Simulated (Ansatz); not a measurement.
The cluster Be6. The state is a singlet with charge 0. Geometry relaxed at r2SCAN/def2-TZVP.

```xyz
6

Be    1.093   -1.264    0.630
Be   -0.647   -1.387   -0.079
Be   -1.147    0.827   -0.591
Be    0.603   -0.108   -1.054
Be    0.417    1.735   -0.066
Be   -0.319    0.197    1.160
```

The restricted singlet is unstable towards broken spin symmetry at other levels; at r2SCAN/def2-TZVP this wasn't settled. The structure comes from a short search, and lower isomers may exist.

(1) Estimate the harmonic wavenumbers at RKS r2SCAN/def2-TZVP (Ansatz, unscaled). Is this a minimum?

Results:

(1) 130, 301, 316, 420, 463, 526, 595, 610, 624, 630, 786, 791 cm⁻¹. Yes, no mode is imaginary beyond noise. Zero-point energy 37.0 kJ/mol. Hardware: 4 threads of Arm Neoverse V2 on a shared host. Wall time 30 s.
